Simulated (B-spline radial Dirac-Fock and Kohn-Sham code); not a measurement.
# Ca⁵⁺: scattering cross sections and density moments

System: the Ca⁵⁺ ion, configuration 1s2 2s2 2p6 3s2 3p3.

Level of theory: configuration-average Dirac-Fock orbitals; a radial atomic solver.

| Quantity | Value |
| --- | --- |
| Sum of ⟨r⟩ | 8.353 bohr |
| Sum of ⟨r²⟩ | 8.124 bohr² |
| Sum of ⟨1/r⟩ | 77.696 per bohr |
| Langevin diamagnetic susceptibility | -6.43 × 10⁻⁶ cm³/mol |
| Lamb shielding (α²/3)Σ⟨1/r⟩ | 1379 ppm |

Coherent scattering is the Thomson cross section weighted by f₀², without anomalous dispersion; incoherent scattering is Klein-Nishina weighted by S. The Lamb formula is the non-relativistic shielding expression. Electron correlation is left out.

| hν (keV) | coherent (b) | incoherent (b) | incoherent per electron (b) |
| --- | --- | --- | --- |
| 1 | 145.9 | 0.1601 | 0.0107 |
| 2 | 135.7 | 0.5823 | 0.0388 |
| 10 | 53.82 | 4.019 | 0.268 |
| 17.4793 | 28.68 | 5.544 | 0.370 |
| 20 | 23.79 | 5.888 | 0.393 |
| 50 | 5.738 | 7.183 | 0.479 |
| 200 | 0.4640 | 5.965 | 0.398 |
| 500 | 0.07721 | 4.314 | 0.288 |

Incoherent scattering overtakes coherent scattering between 20 and 50 keV.

Values without a named source are computed, but for edge energies of neutral atoms, which are taken from tables.
